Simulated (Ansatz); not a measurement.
`C[C@@]12[C@H]3[C@H]4[C@H]5[C@@H]1[Hf]4532([OH])([OH])[Cl]`, charge 0, multiplicity 1.

(1) Give a relaxed structure at PBE0-D4/def2-TZVP (Ansatz). (An estimate is asked.)

Answers

(1) Computed: 
Z-matrix (Å, degrees):
```
Hf
O 1 1.926
C 1 2.522 2 133.6
C 1 2.528 2 108.1 3 56.5
C 1 2.559 2 139.6 3 46.9
C 1 2.507 2 87.4 3 31.1
O 1 1.928 2 104.4 3 -100.0
Cl 1 2.397 2 105.0 3 149.7
C 1 2.487 2 100.8 3 1.0
H 2 0.951 1 154.4 3 -40.5
H 3 1.081 1 118.0 2 -119.9
H 4 1.081 1 117.7 2 69.5
C 5 1.491 1 122.3 2 139.6
H 6 1.080 1 116.7 2 7.6
H 7 0.952 1 152.2 2 139.5
H 9 1.081 1 116.6 2 -55.5
H 13 1.094 5 110.2 1 -173.6
H 13 1.091 5 111.3 1 -53.6
H 13 1.091 5 111.4 1 66.9
```
This is one stationary point; other conformers may exist.
